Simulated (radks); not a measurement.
Neutral calcium inside a hard spherical wall (all orbitals vanish at R), configuration held at [Ar] 4s2 and not refilled when levels cross. Method: non-relativistic Kohn-Sham, PBEsol, spin-polarised, spherical densities, point nucleus; computed with a radial shooting solver on a logarithmic mesh with Libxc functionals. Eigenvalues in eV for spin up, with the zero of energy where the potential of the charges vanishes at infinity; a dash marks a level that is unbound or too diffuse for the functional's potential to be trusted. A positive occupied level is held by the wall or, in an anion where self-interaction has pushed it up, behind a barrier. The pressure on the wall is -dE/dV.

| R (bohr) | E (hartree) | kinetic (hartree) | e(2p) | e(3s) | e(3p) | e(4s) | e(3d, empty) | e(4p, empty) | pressure (GPa) |
|---|---|---|---|---|---|---|---|---|---|
| free | -676.50092 | 675.733 | -334.19 | -46.553 | -28.001 | -3.751 | -2.079 | -1.403 | 0 |
| 20 | -676.50092 | 675.733 | -334.19 | -46.553 | -28.001 | -3.751 | -2.079 | -1.402 | < 0.0001 |
| 15 | -676.50091 | 675.733 | -334.19 | -46.550 | -27.999 | -3.750 | -2.077 | -1.393 | 0.000163 |
| 12 | -676.50060 | 675.737 | -334.15 | -46.519 | -27.967 | -3.728 | -2.049 | -1.332 | 0.00522 |
| 8 | -676.48559 | 675.830 | -333.45 | -45.845 | -27.303 | -3.187 | -1.457 | -0.391 | 0.524 |
| 6 | -676.40270 | 676.177 | -331.60 | -44.129 | -25.625 | -1.259 | 0.123 | 2.449 | 5.96 |
| 4 | -675.78641 | 678.157 | -325.57 | -39.118 | -20.768 | 9.287 | 5.599 | 16.052 | 116 |
| 2.5 | -671.21734 | 692.141 | -299.85 | -21.846 | -2.724 | 67.943 | 27.552 | 80.302 | 3260 |
| 2 | -663.53827 | 713.366 | -270.35 | -0.183 | 20.794 | 146.48 | 53.661 | 159.42 | 14800 |
